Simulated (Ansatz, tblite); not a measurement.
Cost and result up the ladder for AsH2Me (CH5As) (7 atoms). Charge 0, multiplicity 1. Geometry: PBE0-D4/def2-TZVP.

```xyz
7

As   -1.271    0.066   -0.079
H    -1.067    1.414   -0.762
H    -1.137   -0.680   -1.401
C     0.610   -0.164    0.469
H     0.810    0.504    1.308
H     1.306    0.051   -0.340
H     0.749   -1.191    0.806
```

Ansatz on 4 threads of Arm Neoverse V1 on a shared host; xTB runs through tblite on one thread. Times are rough, summed over both states, and most runs start from the orbitals of an earlier one. CCSD(T)/def2-TZVPP serves as the yardstick here, not as an exact answer. The other state is a doublet.

The xTB rows come from tblite. Correlated methods freeze 10 core orbitals; core or outer-core shells of As are correlated, in sets that lack core-valence functions.

Correlated methods converge slowly with the basis.

Raw xTB energies of ions are shifted by several eV.

```csv
level,functions,vertical IE (eV),difference from CCSD(T)/def2-TZVPP (eV)
r2SCAN-D4/def2-TZVP,109,9.57,-0.06
PBE0-D4/def2-TZVP,109,9.59,-0.05
CCSD(T)/def2-TZVPP,149,9.63,0.00
GFN2-xTB,18,14.15,4.51
GFN1-xTB,23,15.36,5.72
PBE-D4/def2-TZVP,109,9.55,-0.09
```

Task: Estimate how long each takes.

Result: GFN2-xTB 0.004 s; GFN1-xTB 0.006 s; PBE-D4/def2-TZVP 1.6 s; PBE0-D4/def2-TZVP 2.1 s; r2SCAN-D4/def2-TZVP 3.7 s; CCSD(T)/def2-TZVPP 55 s. On shared hardware such times vary by a factor of up to 3.
